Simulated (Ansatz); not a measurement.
Basis-set extrapolation for C2H9BSSi (PBE0-D4/def2-TZVP geometry, frozen core, Ansatz 0.2.0). Multiplicity 1, RHF reference.

```csv
,def2-TZVPP,def2-QZVPP
HF,-792.153943,-792.179005
MP2 correlation,-0.780644,-0.834397
CCSD(T) correlation,-0.883302,not run
```

Energies in hartree. Use E(X) = E(∞) + A·exp(−7.88·√X) for Hartree–Fock and E(X) = E(∞) + B·X^(−2.97) for correlation, with X = 3 and 4, and add CCSD(T) minus MP2 of the smaller set to the MP2 limit.

Task: What is the CCSD(T) energy at the basis-set limit?

Result: HF limit: -792.179005 + (-0.025062) × 0.13774 = -792.18246. MP2 limit: -0.834397 + (-0.053753) × 0.74074 = -0.87421. Higher-order term: -0.883302 − (-0.780644) = -0.10266. Total: -793.15933 hartree, 76.6 kcal/mol below CCSD(T)/def2-TZVPP.
